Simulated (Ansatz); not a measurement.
Harmonic frequencies (cm⁻¹) at PBE0-D4/def2-TZVP from Ansatz: 57, 93, 138, 357, 367, 438, 508, 606, 622, 684, 699, 842, 996, 1240, 1257, 1306, 1448, 1504.

Each molecule was computed in one conformer, which needn't be the lowest.

Q: Which molecule is it?
A. `CB(Cl)N=C=O`
B. `CB(O)O`
C. `COB(Cl)Cl`
D. `FB(F)OC(F)(F)F`

A: D.
